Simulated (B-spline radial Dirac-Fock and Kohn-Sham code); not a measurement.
# Xe⁶⁺: input and output of one calculation

ΔSCF core binding energies without Breit or QED terms, calculated with a radial finite-basis atomic code. Keys: rel is the Hamiltonian (dirac, or spin-free x2c and nr, where L3 and M5 stand for the whole 2p and 3d shells), method is hf or an exchange,correlation pair (spin-unpolarised, also for the hole states), nuc the nuclear model, radius_factor scales its radius, rmax is the box in bohr, h the logarithmic mesh step, order the B-spline order, points the quadrature points per cell, c_factor scales the speed of light, and damp, ndamp, maxit and tol steer the iteration. The run stops when the commutator error falls below 10·tol·max(1, Z/10), or the numerical noise floor, and the energy has settled to about 1e-8 Ha; the virial ratio is −V/T.

Input (task.json):

```json
{"items": [{"Z": 54, "q": 6, "cfg": [[1, 0, 2], [2, 0, 2], [2, 1, 6], [3, 0, 2], [3, 1, 6], [3, 2, 10], [4, 0, 2], [4, 1, 6], [4, 2, 10], [5, 0, 2]], "A": 132, "rrms": 4.7859, "do": "settings", "holes": ["K", "L3", "M5"],
  "settings": [{"rel": "dirac", "method": "hf", "nuc": "fermi", "radius_factor": 1.0, "rmax": 45.0, "h": 0.3, "order": 4, "points": 10, "c_factor": 1.0, "maxit": 91, "damp": 0.5, "ndamp": 3, "tol": 1e-08}]}]}
```

Command: `python xray2_run.py task.json out`

Ground-state iterations:

```
iter   energy (Ha)        error
   1    -7413.89849215  1.85e+00
   2    -7433.63986965  7.29e-01
   3    -7438.22632742  2.28e-01
   4    -7438.65673705  7.58e-02
   5    -7438.69648819  2.42e-02
   6    -7438.70334800  2.00e-03
   7    -7438.70338601  5.88e-04
   8    -7438.70338857  4.74e-05
   9    -7438.70338858  1.36e-06
  10    -7438.70338858  8.27e-08
```

The ground state converged in 10 iterations, with total energy -7438.70339 Ha, virial ratio 1.94124 and highest orbital energy -89.90 eV. ΔSCF binding energies: K (1s) 34769.7 eV, L3 (2p3/2) 4877.7 eV, M5 (3d5/2) 757.5 eV.

Question: One setting is unsound. Which, and why?

Answer: order is too low for an accurate radial basis. With the default settings (Dirac Hartree-Fock): The ground state converged in 10 iterations, with total energy -7438.73837 Ha, virial ratio 1.94124 and highest orbital energy -89.91 eV. ΔSCF binding energies: K (1s) 34769.7 eV, L3 (2p3/2) 4877.6 eV, M5 (3d5/2) 757.5 eV.
